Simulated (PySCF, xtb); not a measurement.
W(S)(F)2(OH)2 (F₂H₂O₂SW), SMILES [OH][W]([OH])([F])([F])=[S], multiplicity 1.

xtb with GFN2-xTB at its own geometry gives an orbital gap of 3.30 eV and a dipole moment of 5.63 D.

Geometry: B3LYP-D3(BJ)/def2-SVP. The multiplicity is an assumed one; no other spin state was optimised. The structure was generated by enumeration; whether it is a known compound was not checked. The def2 effective core potentials stand for the cores of W; spin–orbit coupling is left out. Other conformers were not sampled.

Task: What does M06-2X/def2-TZVP (PySCF) give? (Estimate from the structure and the level; the computed values follow.)

Result: gap 7.28 eV (levels -9.49 and -2.21 eV), dipole 2.34 D.
